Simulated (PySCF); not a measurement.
An unknown gives this computed stick spectrum. Computed with TDDFT CAM-B3LYP/def2-SVPD, vertical, gas phase, core orbitals frozen in the response in PySCF. Geometries: PBE0-D3(BJ)/def2-SVP, one conformer each.

| state | E (eV) | f | main configurations (H = HOMO, L = LUMO) |
| --- | --- | --- | --- |
| S1 | 5.66 | 0.030 | H-2→L (77%), H→L (16%) |
| S2 | 5.91 | 0.124 | H→L (77%), H-2→L (16%) |
| S3 | 6.36 | 0.207 | H-1→L (93%) |
| S4 | 6.50 | 0.024 | H→L+2 (41%), H→L+3 (35%), H→L+4 (10%) |
| S5 | 6.75 | 0.045 | H→L+1 (74%), H→L+5 (8%) |
| S6 | 7.13 | 0.117 | H→L+3 (39%), H→L+2 (23%) |
| S7 | 7.20 | 0.040 | H-1→L+1 (37%), H→L+4 (28%) |
| S8 | 7.36 | 0.033 | H-4→L (29%), H-6→L (22%), H-7→L (15%) |
| S9 | 7.42 | 0.0062 | H→L+4 (32%), H-1→L+1 (21%), H-1→L+2 (9%) |
| S10 | 7.49 | 0.041 | H-3→L (60%), H-4→L (19%) |

Triplets computed (Tamm–Dancoff): 3.86, 5.12, 5.44, 5.69 eV.

Orbital energies (eV): HOMO-3 -10.47, HOMO-2 -9.62, HOMO-1 -9.19, HOMO -8.62, LUMO -0.06, LUMO+1 1.06, LUMO+2 1.26.

Problem. Which candidate is it? All have the formula C3H11PSi2.
A. `C[C@@H]1[SiH2]C[Si@@H]1P`
B. `C[SiH2]/C=C\[SiH2]P`
C. `C[Si@H]1C[Si@@H](P)C1`
D. `C=C(C)[SiH2]P[SiH3]`
E. `C[Si@H]1C[Si@H](P)C1`

Solution. B. Its S1, at 5.66 eV, is the lowest among the candidates; the nearest of the others has S1 at 6.08 eV. S1 is HOMO-2→LUMO (77%), HOMO→LUMO (16%). Löwdin shares by element: HOMO phosphorus 54%, silicon 14% or more, carbon 12% or more (atoms not listed hold the other 20%); LUMO carbon 55% or more, silicon 19% (atoms not listed hold the other 26%). At the same level the other candidates give, for their lowest levels:
- `C=C(C)[SiH2]P[SiH3]`: 6.08 eV (f 0.005); 6.28 eV (f 0.151); 6.51 eV (f 0.070); 6.59 eV (f 0.023); 6.76 eV (f 0.125); T1 4.13 eV; HOMO -8.41, LUMO 0.58 eV
- `C[Si@H]1C[Si@H](P)C1`: 6.35 eV (f 0.002); 6.56 eV (f 0.004); 6.65 eV (f 0.023); 6.70 eV (f 0.010); 6.87 eV (f 0.001); T1 5.58 eV; HOMO -8.48, LUMO 1.01 eV
- `C[C@@H]1[SiH2]C[Si@@H]1P`: 6.25 eV (f 0.004); 6.48 eV (f 0.007); 6.60 eV (f 0.023); 6.84 eV (f 0.038); 6.99 eV (f 0.123); T1 5.66 eV; HOMO -8.44, LUMO 0.85 eV
- `C[Si@H]1C[Si@@H](P)C1`: 6.41 eV (f 0.004); 6.65 eV (f 0.021); 6.68 eV (f 0.006); 6.95 eV (f 0.003); 6.99 eV (f 0.023); T1 5.64 eV; HOMO -8.57, LUMO 1.03 eV

Shape of the structure used: `[CH3:1][SiH2:2]/[CH:3]=[CH:4]\[SiH2:5][PH2:6]`: C1–Si2–C3–C4 -106°, C3–C4–Si5–P6 61°, H–P6–Si5–C4 165°, H–P6–Si5–C4 71°.
